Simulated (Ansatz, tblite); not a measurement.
Forces on the cluster Li₃Si₂ at its PBE0-D4/def2-TZVP geometry. The state is a doublet with charge 0.

The xTB rows come from tblite. Another isomer (doublet) lies 0.30 eV lower at PBE0-D4/def2-TZVP; other spin states weren't run for this one.

GFN1-xTB (tblite), largest force 2.83 eV/Å:

```xyz
5
positions Å, forces eV/Å
Li   -0.781    0.995   -1.188    0.192   -0.316    0.555
Li   -1.473   -1.824   -0.038    0.461    0.514    0.002
Li   -0.186    0.537    1.661   -0.050   -0.109   -0.664
Si    0.788   -0.837   -0.281   -1.436   -2.436   -0.093
Si    1.652    1.129   -0.154    0.834    2.347    0.201
```

GFN2-xTB (tblite), largest force 1.83 eV/Å:

```
Li -0.495 0.014 0.113
Li -0.301 0.291 0.094
Li -0.475 0.043 0.085
Si 0.376 -1.759 -0.338
Si 0.895 1.410 0.046
```

PBE-D4/def2-TZVP (Ansatz), largest force 0.37 eV/Å:

```
Li 0.009 -0.001 -0.001
Li -0.013 0.001 0.008
Li 0.008 -0.006 -0.012
Si -0.138 -0.337 -0.026
Si 0.134 0.344 0.030
```
